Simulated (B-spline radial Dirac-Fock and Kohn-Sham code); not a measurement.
Dy: computed levels beside tabulated edges

Level of theory: Dirac-Fock ΔSCF + Breit + QED; a B-spline atomic structure program. Correlation energy is missing from these numbers.

Two models are given for [Xe] 4f10 6s2. In the first the electron is removed to infinity. In the second it is placed in the 5d shell, so that the atom stays neutral; this mimics a hole screened by valence charge, or the onset of absorption below the ionisation limit. The tabulated edges (Elam, Ravel and Sieber, Radiat. Phys. Chem. 63, 121 (2002)) refer to the element in its standard state, with the Fermi level as zero for a metal.

| level | ionised (eV) | screened (eV) | tabulated (eV) |
| --- | --- | --- | --- |
| 1s | 53787.8 | 53782.8 | 53789.0 |
| 2s | 9054.8 | 9049.8 | 9046.0 |
| 2p1/2 | 8583.1 | 8578.0 | 8581.0 |
| 2p3/2 | 7792.0 | 7787.0 | 7790.0 |
| 3s | 2051.8 | 2046.8 | 2047.0 |
| 3p1/2 | 1847.3 | 1842.3 | 1842.0 |
| 3p3/2 | 1680.5 | 1675.5 | 1676.0 |
| 3d3/2 | 1333.5 | 1328.5 | 1333.0 |
| 3d5/2 | 1298.0 | 1293.0 | 1292.0 |
| 4s | 423.8 | 418.7 | 414.2 |
| 4p1/2 | 342.1 | 337.1 | 333.5 |
| 4p3/2 | 305.1 | 300.1 | 293.2 |
| 4d3/2 | 170.0 | 165.0 | 153.6 |
| 4d5/2 | 163.3 | 158.3 | 153.6 |
| 5s | 57.09 | 52.06 | 49.90 |
| 5p1/2 | 32.68 | 27.99 | 26.30 |
| 5p3/2 | 28.03 | 23.42 | 26.30 |

Q: Which of the two models lies closer to the table on average?

A: The screened model lies closer: the mean absolute deviations are 6.3 eV (ionised) and 3.5 eV (screened). Screening lowers the levels by 5.0 eV on average.
